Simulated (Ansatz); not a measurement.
`CB(C)C[SiH3]` + CH₃SH → `CSB(C)C` + `C[SiH3]` at 600 K and 1 bar (ligand exchange at a B–C bond).

Computed with Ansatz on PBE0-D4/def2-TZVP structures; ΔE is electronic, products minus reactants. CBS: MP2 limit from def2 TZ/QZ plus the TZ coupled-cluster correction, frozen cores. This one scheme is used for every species. Each species was taken in one conformer, which may not be the lowest.

| species | CCSD(T)/CBS energy (Eh) | H − E (kJ/mol) | S (J/(mol·K)) |
| --- | --- | --- | --- |
| `CB(C)C[SiH3]` | -434.67777 | 419.6 | 506.8 |
| CH₃SH | -438.22835 | 152.3 | 296.8 |
| `CSB(C)C` | -542.19673 | 377.4 | 476.4 |
| `C[SiH3]` | -330.73916 | 199.7 | 315.0 |

H − E and S are ideal-gas, rigid-rotor, harmonic terms from PBE0-D4/def2-TZVP, for one conformer and one mirror image of each species. 1 Eh = 2625.50 kJ/mol, R = 8.31446 J/(mol·K).

**Question.** By hand: ΔE, ΔH, ΔS and ΔG.

**Answer.** ΔE = (-542.19673) + (-330.73916) − (-434.67777) − (-438.22835) = -0.02977 Eh = -78.2 kJ/mol. Δ(H − E) = 377.4 + 199.7 − 419.6 − 152.3 = 5.2, so ΔH = -73.0 kJ/mol. ΔS = 476.4 + 315.0 − 506.8 − 296.8 = -12.2 J/(mol·K). ΔG = -73.0 − 600 × (-12.2)/1000 = -65.7 kJ/mol.

**Question.** By hand: the equilibrium constant, and the temperature at which ΔG would vanish if ΔH and ΔS stayed fixed.

**Answer.** log₁₀ K = −ΔG/(RT ln 10) = 5.7. ΔG = 0 at ΔH/ΔS = 5984 K, far beyond where these terms or the molecules hold.

The number of gas molecules stays the same, so ΔS is small and ΔH decides. A doubt of 5 kJ/mol in ΔE shifts log₁₀ K by 0.4 here. Other conformers and mirror images would add mixing entropy, several J/(mol·K) or more a flexible species. Modes under 60 cm⁻¹, often nearly free rotors, make the harmonic entropy too high. These are equilibria of isolated gas molecules and say nothing of rates. Largest T1 diagnostic: 0.012 (customary marks: 0.02 for closed shells, 0.045 for open ones).
